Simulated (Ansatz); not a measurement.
Geometry optimisation, RHF/def2-SVP in Ansatz.

Input file:

```yaml
crystal:
  periodic: [false, false, false]
  atoms:
    - { symbol: B, position_ang: [0.4467, 1.677, 1.2582] }
    - { symbol: As, position_ang: [-1.0462, 0.3134, 1.5821] }
    - { symbol: Si, position_ang: [-2.0225, 0.6512, -0.5243] }
    - { symbol: Al, position_ang: [0.4255, -1.5157, 0.7707] }
    - { symbol: C, position_ang: [1.6235, -1.2512, -0.7512] }
    - { symbol: H, position_ang: [1.0416, 1.6998, 0.2552] }
    - { symbol: H, position_ang: [0.4138, 2.7212, 1.8825] }
    - { symbol: H, position_ang: [-2.8301, -0.4667, -0.8401] }
    - { symbol: H, position_ang: [-2.7716, 1.9091, -0.4529] }
    - { symbol: H, position_ang: [-0.9342, 0.7598, -1.507] }
    - { symbol: H, position_ang: [0.1228, -2.9968, 1.3765] }
    - { symbol: H, position_ang: [1.0885, -0.8583, -1.6012] }
    - { symbol: H, position_ang: [1.87746, -1.04661, 0.97896] }
    - { symbol: H, position_ang: [2.086, -2.1944, -0.9697] }
basis:
  gaussian: { orbitals: def2-SVP }
hamiltonian:
  xc: hf
relax:
  f_tol: 0.02
  max_steps: 50
```

Run as:

```bash
$ ansatz run input.yaml --threads 2 --pin off --max-ram 3072MiB --backend cpu --events-out ev --progress --plain --runs-dir out
```

Where does it end, and by what steps?

It converged. The force dipped under the threshold on the way, but the program's further checks kept it going. After 46 steps the energy has fallen by 5.798 eV; H11 moved furthest, 2.26 Å. Parted: Al4–H13 (1.54 → 2.60 Å). Joined: C5–H13 (1.76 → 1.09 Å).

```tsv
step	energy less start (eV)	largest force component (eV/Å)	accepted
0	0.0000	3.855	yes
2	-3.2638	3.133	yes
4	-4.7867	2.237	yes
6	-5.1854	1.179	yes
8	-5.2547	0.940	yes
10	-5.2954	1.096	no
12	-5.3734	0.253	yes
14	-5.4543	0.307	yes
16	-5.5304	0.286	yes
18	-5.5186	1.035	no
20	-5.5984	0.175	yes
22	-5.6306	0.307	yes
24	-5.6661	0.385	yes
26	-5.7211	0.149	yes
28	-5.7549	0.143	yes
30	-5.7765	0.235	yes
32	-5.7911	0.174	yes
34	-5.7941	0.152	yes
36	-5.7966	0.033	yes
38	-5.7974	0.023	yes
40	-5.7978	0.025	yes
42	-5.7980	0.033	yes
44	-5.7980	0.028	no
46	-5.7982	0.012	yes
```

```xyz
14
Properties=species:S:1:pos:R:3
B 0.403 1.981 0.716
As -0.746 0.374 0.875
Si -2.733 0.789 -0.323
Al 0.430 -1.526 -0.016
C 2.358 -1.752 0.280
H -0.074 3.047 0.454
H 1.572 1.889 0.957
H -3.676 -0.326 -0.077
H -3.316 2.054 0.177
H -2.518 0.908 -1.785
H -0.435 -2.606 -0.779
H 2.898 -1.690 -0.671
H 2.783 -1.000 0.950
H 2.574 -2.740 0.699
```

The run took 110 s on 2 threads of Intel(R) Xeon(R) 6975P-C (Granite Rapids), with other jobs on the host, peak memory 0.38 GiB.
